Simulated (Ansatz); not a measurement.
`BN[SiH](F)F` + HCl → `F[SiH](F)Cl` + `BN` at 500 K and 1 bar (ligand exchange at the Si–N bond).

Computed with Ansatz on PBE0-D4/def2-TZVP structures; ΔE is electronic, products minus reactants. CCSD(T)/CBS is the MP2 limit (def2-TZVPP, def2-QZVPP) plus CCSD(T) − MP2 in def2-TZVPP, frozen cores. This one scheme is used for every species. One conformer a species, not always the lowest.

```csv
species,CCSD(T)/CBS energy (Eh),H − E (kJ/mol),S (J/(mol·K))
`BN[SiH](F)F`,-570.77155,183.8,394.2
HCl,-460.38127,32.5,201.9
`F[SiH](F)Cl`,-949.23245,73.8,338.6
`BN`,-81.93499,148.8,257.4
```

H − E and S are ideal-gas, rigid-rotor, harmonic terms from PBE0-D4/def2-TZVP, for one conformer and one mirror image of each species. 1 Eh = 2625.50 kJ/mol, R = 8.31446 J/(mol·K).

Problem. By hand: ΔE, ΔH, ΔS and ΔG.

Solution. ΔE = (-949.23245) + (-81.93499) − (-570.77155) − (-460.38127) = -0.01462 Eh = -38.4 kJ/mol. Δ(H − E) = 73.8 + 148.8 − 183.8 − 32.5 = 6.3, so ΔH = -32.1 kJ/mol. ΔS = 338.6 + 257.4 − 394.2 − 201.9 = -0.1 J/(mol·K). ΔG = -32.1 − 500 × (-0.1)/1000 = -32.1 kJ/mol.

Problem. By hand: the equilibrium constant, and the temperature at which ΔG would vanish if ΔH and ΔS stayed fixed.

Solution. log₁₀ K = −ΔG/(RT ln 10) = 3.4. ΔG = 0 at ΔH/ΔS = 321000 K, far beyond where these terms or the molecules hold.

The number of gas molecules stays the same, so ΔS is small and ΔH decides. A doubt of 5 kJ/mol in ΔE shifts log₁₀ K by 0.5 here. Other conformers and mirror images would add mixing entropy, several J/(mol·K) or more a flexible species. Modes under 60 cm⁻¹, often nearly free rotors, make the harmonic entropy too high. These are equilibria of isolated gas molecules and say nothing of rates. Largest T1 diagnostic: 0.012 (customary marks: 0.02 for closed shells, 0.045 for open ones).
